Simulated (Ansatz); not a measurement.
Mean bond length (Å) of eight compounds of closed-shell metals: PBE-D3(BJ) beside PBE0-D3(BJ), computed with Ansatz (a first-principles code) for isolated molecules in the bases named; differences from unrounded values. The eight are the first of their class met in an unordered collection, after screening for sound electronic states; none was chosen by its value. Each level has its own optimised geometry.

```tsv
molecule	basis	PBE0-D3(BJ)	PBE-D3(BJ)	difference
Mg(Br)(SMe) (CH3BrMgS), SMILES C[S][Mg][Br]	def2-SVP	1.630	1.641	0.011
Al(H)(Et)(OMe) (C3H9AlO), SMILES C[CH2][AlH][O]C	def2-SVP	1.308	1.318	0.010
Al(H)2(OiPr) (C₃H₉AlO), SMILES CC(C)[O][AlH2]	def2-SVP	1.310	1.320	0.010
Ga(Cl)(SH)2 (ClGaH2S2), SMILES [SH][Ga]([SH])[Cl]	def2-SVP	1.845	1.861	0.016
Ga(F)(OH)(OMe) (CH₄FGaO₂), SMILES C[O][Ga]([OH])[F]	def2-SVP	1.369	1.384	0.015
Mg(Br)(OMe) (CH3BrMgO), SMILES C[O][Mg][Br]	def2-SVP	1.467	1.478	0.011
Al(Cl)(F)(SMe) (CH3AlClFS), SMILES [Al]([F])([Cl])[S]C	def2-SVP	1.574	1.587	0.012
C₂H₈AlOP, SMILES C[O][Al]([CH3])[PH2]	def2-SVP	1.405	1.416	0.011
```

PBE-D3(BJ) lies below PBE0-D3(BJ) in 0 and above it in 8 of the eight; the mean signed difference is 0.012 and the largest 0.016 Å.
